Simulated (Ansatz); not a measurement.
Ansatz (an electronic-structure program) input (wB97M-V/def2-TZVPD):

Ansatz 0.2 input:
```yaml
crystal:
  periodic: [false, false, false]
  atoms:
    - {symbol: B, position_ang: [-0.16197475, 0.57262412, 0.57731798]}
    - {symbol: Cl, position_ang: [0.86030661, -0.48016525, -0.39900935]}
    - {symbol: O, position_ang: [-1.48664439, 0.65267873, 0.50510400]}
    - {symbol: H, position_ang: [-1.92218354, 0.07825887, -0.14426301]}
basis:
  gaussian:
    orbitals: def2-TZVPD
hamiltonian:
  xc: {name: wB97M-V}
magnetization: {spin_polarized: true, initial_magnetization: 1}
output: {forces: true}
```

Output:

```
Functional definition: wB97M-V
integrals: 0.06 GiB planned
680 factors; their error is unknown
integrals: 0.10 GiB planned
203 factors; integrals over basis functions are off by at most 5.7e-5 eV
0.22 GiB of the device are held for the grids
0.95 GiB of device memory are held for the factors and their scratch space
mean field: 0.72 GiB planned
mean field evaluation 1: about -15259.1643 eV, gradient 3.1e1 eV
mean field evaluation 2: about -15258.3203 eV, gradient 3.7e1 eV
mean field evaluation 4: about -15262.5823 eV, gradient 1.0e0 eV
mean field evaluation 8: about -15262.5974 eV, gradient 4.6e-2 eV
mean field evaluation 16: about -15262.6149 eV, gradient 1.6e-4 eV
mean field -15262.61492111 eV, -560.8907529789 hartree, gradient 3.4e-5 eV, S^2 0.751917; 0 other end points of the search recorded, 0 dependent functions left out
the calculation of the forces begins
reference -15262.61498482 eV, -560.8907553201 hartree; 16, 15 occupied and 116, 117 virtual orbitals, 680 factors
Total energy: -15262.61498482 eV, -560.8907553201 hartree
Atom 0 at    -0.161975     0.572624     0.577318 Å, force     0.057693    -0.050151    -0.045453 eV/Å
Atom 1 at     0.860307    -0.480165    -0.399009 Å, force    -0.090511     0.057875     0.049641 eV/Å
Atom 2 at    -1.486644     0.652679     0.505104 Å, force    -0.040278    -0.038645    -0.044977 eV/Å
Atom 3 at    -1.922184     0.078259    -0.144263 Å, force     0.073096     0.030922     0.040788 eV/Å
Dipole moment:    -0.259595    -0.151631    -0.188401 e Å
```

It need not be the lowest isomer of its formula.
